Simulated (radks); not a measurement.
Se II, 33 electrons, occupied as [Ar] 3d10 4s2 4p3.

Calculated with a radial shooting solver on a logarithmic mesh with Libxc functionals: non-relativistic Kohn-Sham, LDA (Slater exchange, VWN5 correlation), spin-polarised, spherical densities, point nucleus; open shells are filled with parallel spins first; hard spherical wall at 3 bohr.

Energy parts (eV):
total: -65220.042
kinetic: 65313.481
electron-nucleus: -156228.644
Hartree: 27978.683
exchange-correlation: -2283.562

Orbitals (lengths in bohr, moments of r in powers of bohr; <r^-3> diverges for s and p1/2; r(90%) holds 90 % of the orbital's charge):
orbital  occ.  eigenvalue (eV)     <r^2>  <r^-3>      <r>  r(90%)
1s up       1        -12278.86  0.002718       -  0.04505  0.0802
1s down     1        -12278.55  0.002718       -  0.04505  0.0802
2s up       1        -1558.616   0.04724       -   0.2003   0.309
2s down     1        -1558.424   0.04724       -   0.2003   0.309
2p up       3        -1400.800   0.03656    1147   0.1729   0.282
2p down     3        -1400.522   0.03656    1147   0.1730   0.282
3s up       1        -205.1139    0.3974       -   0.5873   0.876
3s down     1        -204.7145    0.3965       -   0.5868   0.875
3p up       3        -150.9177    0.4186   161.1   0.5969   0.915
3p down     3        -150.4654    0.4168   161.4   0.5959   0.913
3d up       5         -54.7544    0.5069   19.74   0.6356    1.06
3d down     5         -54.1535    0.4971   19.91   0.6305    1.05
4s up       1         -17.8130     2.709       -    1.571    2.20
4s down     1         -14.7149     2.700       -    1.567    2.20
4p up       3          -4.4936     2.988   20.80    1.653    2.28
4p down     0          -1.3505     2.986   20.96    1.652    2.28
4d up       0          18.5539     3.408   3.448    1.760    2.39
4d down     0          21.6025     3.424   3.355    1.766    2.40
5s up       0          51.1494     3.704       -    1.791    2.57
5s down     0          53.3514     3.713       -    1.793    2.57
5p up       0          64.1669     3.604   35.96    1.756    2.58
5p down     0          66.3608     3.605   36.21    1.756    2.58

The highest occupied level is 4p up at -4.494 eV. The spin density at the nucleus is -0.7426 e/bohr^3 (1s -0.2866, 2s 0.0560, 3s -0.0873, 4s -0.4247), a Fermi contact field of -38.9 T. The electron density at the nucleus is 2.699e+04 e/bohr^3. The density falls to 0.001 e/bohr^3 at r = 2.84 bohr. The pressure on the wall is 485 GPa. Summed over all electrons, <r^2> = 23.01 bohr^2, which gives a Langevin (diamagnetic) susceptibility term of -18.2 x 10^-6 cm^3/mol. Spin moment in Bohr magnetons: 3.
